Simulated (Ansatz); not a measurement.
Isolated molecules relaxed with PBE0-D4/def2-TZVP in Ansatz; ΔE leaves out vibrations. CCSD(T)/CBS is the MP2 limit (def2-TZVPP, def2-QZVPP) plus CCSD(T) − MP2 in def2-TZVPP, frozen cores. This one scheme is used for every species. DFT in def2-TZVPP. B3LYP here is the variant with VWN-RPA as its local correlation; programs differ in this. Each species was taken in one conformer, which may not be the lowest.

`CB(C)N` + CH₃SH → `CSB(C)N` + CH₄  (ligand exchange at a B–C bond)

```
             level  ΔE (kJ/mol)  difference from CCSD(T)/CBS
            PBE-D4        -73.3                         -3.1
           PBE0-D4        -71.9                         -1.7
          B3LYP-D4        -71.1                         -0.9
               PBE        -68.8                          1.4
            r2SCAN        -73.4                         -3.2
              PBE0        -68.0                          2.2
             B3LYP        -63.9                          6.3
     HF/def2-TZVPP        -60.1                         10.1
SCS-MP2/def2-TZVPP        -70.7                         -0.5
   CCSD/def2-TZVPP        -65.5                          4.7
CCSD(T)/def2-TZVPP        -68.9                          1.3
     HF/def2-QZVPP        -59.3                         10.9
SCS-MP2/def2-QZVPP        -71.2                         -1.0
      HF/CBS(def2)        -59.2                         11.0
     MP2/CBS(def2)        -76.6                         -6.4
    CCSD/CBS(def2)        -66.8                          3.4
       CCSD(T)/CBS        -70.2                            0
```

Largest T1 diagnostic among the species: 0.011.

In def2-TZVPP, CCSD(T) changes the Hartree–Fock value by −8.8 kJ/mol (the triples alone add −3.4 kJ/mol) and MP2 by −15.2 kJ/mol. The D4 term adds −7.2 kJ/mol with B3LYP and −4.0 kJ/mol with PBE0; it sums over pairs of atoms, weighted by their polarisabilities, and B3LYP, whose exchange is more repulsive, gets the larger term.
